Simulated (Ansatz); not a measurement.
Ansatz (a first-principles code) input (RI-MP2/def2-TZVPPD):
A basis named .json is the Basis Set Exchange file of that set.

Ansatz 0.2 input:
```yaml
crystal:
  periodic: [false, false, false]
  atoms:
    - {symbol: Co, position_ang: [-0.18076461, 0.22737468, -0.28313211]}
    - {symbol: F, position_ang: [-0.50530816, 1.14700753, -1.75948252]}
    - {symbol: S, position_ang: [0.57191427, -0.89671370, 1.41043390]}
    - {symbol: H, position_ang: [0.27778975, -2.11476513, 0.91296721]}
basis:
  gaussian:
    orbitals: def2-TZVPPD.json
    fitting: {mean_field: def2-universal-jkfit, correlation: def2-TZVPPD-RIFIT.json}
magnetization: {spin_polarized: true, initial_magnetization: 3}
correlation: {method: mp2, electrons: outside_noble_gas}
```

Output:

```
Functional definition: HF
integrals: 0.13 GiB planned
487 factors; integrals over basis functions are off by at most 1.6e0 eV
495 factors; integrals over basis functions are off by at most 1.6e2 eV
mean field: 0.56 GiB planned
mean field evaluation 1: about -51118.3933 eV, gradient 5.4e1 eV
mean field evaluation 2: about -51109.0294 eV, gradient 1.0e2 eV
mean field evaluation 4: about -51131.2156 eV, gradient 8.3e0 eV
mean field evaluation 8: about -51132.0014 eV, gradient 7.0e-1 eV
mean field evaluation 16: about -51132.9591 eV, gradient 6.8e-2 eV
mean field evaluation 32: about -51132.9578 eV, gradient 2.0e0 eV
mean field evaluation 64: about -51130.7886 eV, gradient 9.5e0 eV
mean field evaluation 96: about -51132.9201 eV, gradient 7.9e-1 eV
mean field evaluation 128: about -51131.9585 eV, gradient 2.2e-6 eV
mean field -51132.96303445 eV, -1879.1017323487 hartree, gradient 1.5e-6 eV, S^2 3.765415; 10 other end points of the search recorded, 0 dependent functions left out
15 core orbitals not correlated
reference -51132.96303445 eV, -1879.1017323487 hartree; 13, 10 occupied and 147, 150 virtual orbitals, 495 factors
second order -18.97134292 eV of doubles, -0.00000000 eV of singles
Total energy: -51151.93437736 eV, -1879.7989163416 hartree
```

The spin state was set by rule; other spins were not relaxed.
